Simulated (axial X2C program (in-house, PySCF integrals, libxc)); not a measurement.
Working with the constants of SiGe⁻

A bond curve at the PBEsol level, with spin–orbit coupling, was computed with an axial X2C code built on PySCF integrals (basis Ge dyall-acv3z [10s10p8d5f1g], Si dyall-av3z [9s8p3d2f] (cores contracted in-house)) for the state Ω = 3/2 (⟨Sz⟩ = 0.50, ⟨Lz⟩ = 1.00 at PBEsol). Its fit gives Re = 2.2496 Å, ωe = 424.0 cm⁻¹, ωexe = 1.31 cm⁻¹ and αe = 7.284e-04 cm⁻¹; the masses are 73.9212 and 27.9769 u. Two-component means X2C with spin–orbit coupling and atomic mean-field Coulomb and Gaunt terms.

Q: Find the reduced mass, Be and the force constant.

A: From the PBEsol values: μ = 20.2956 u. Be = 16.8576/(μ Re²) = 0.1641 cm⁻¹. k = 5.8918×10⁻⁷ μ ωe² = 2.15 mdyn/Å.

Q: Estimate the centrifugal constant by the Kratzer relation.

A: D = 4Be³/ωe² = 9.84e-08 cm⁻¹.

Q: A Morse curve ties αe to the other constants (Pekeris). How well does that hold?

A: αe(Morse) = 6Be²/ωe × (√(ωexe/Be) − 1) = 6.958e-04 cm⁻¹; the PBEsol curve gives 7.284e-04 cm⁻¹, a ratio of 0.96.

Q: Where do the fundamental and the first overtone lie?

A: ν(1←0) = ωe − 2ωexe = 421.4 cm⁻¹; ν(2←0) = 2ωe − 6ωexe = 840.1 cm⁻¹.

The state is a single determinant with fixed occupations, the lowest that a limited PBE0 search found. Density functionals use the spin component along the axis (collinear). Other states lie close and PBE0, whose exact exchange favours high spin, may order them wrongly; the determinant shown need not be the ground state. The nearest other 2c determinant of the search, Ω = 1/2, lies 0.05 eV up at the distance of the search. Without a current term, density functionals place determinants with orbital angular momentum somewhat too high. At some level and bond length an empty orbital lies below a filled one. The highest occupied level of some functionals is positive through self-interaction error; at Hartree–Fock it is bound.
